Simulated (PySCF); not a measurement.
Species: C6H5Cl.
InChI=1S/C6H5Cl/c1-3-5-4(2)6(5)7/h1,5-6H,2H2/t5-,6-/m1/s1

The closed-shell ground state was solved at several levels (PySCF, density fitting, gas phase, non-relativistic). Geometry: GFN2-xTB; no solvent, vibrations or thermal averaging.

```csv
level,basis functions,total energy (Eh),HOMO (eV),LUMO (eV),gap (eV),dipole (D)
wB97X-D/def2-SVPD,187,-691.3132,-9.50,0.75,10.25,1.60
PBE0/def2-SVPD,187,-690.9718,-7.66,-1.06,6.60,1.57
```

Estimate the row for PBE0/pcSseg-1, a basis of 151 functions; the other rows only guide the guess.

Total energy -691.2192 Eh, HOMO -7.63 eV, LUMO -0.97 eV, gap 6.66 eV, dipole 1.59 D.

Over all these levels, which gives the widest orbital gap and which the narrowest?

wB97X-D/def2-SVPD (range-separated hybrid) has the widest, 10.25 eV, and PBE0/def2-SVPD (global hybrid, 25 % exact exchange) the narrowest, 6.60 eV. The two share the basis. From the narrowest to the widest the HOMO moves by -1.84 eV and the LUMO by +1.81 eV.

How far do the dipole and the HOMO energy spread over the levels?

The dipole runs from 1.57 to 1.60 D (mean 1.59 D) and the HOMO from -9.50 to -7.63 eV.

Note: wB97X-D ran without an empirical dispersion term, which enters the total energy and its gradient alone.
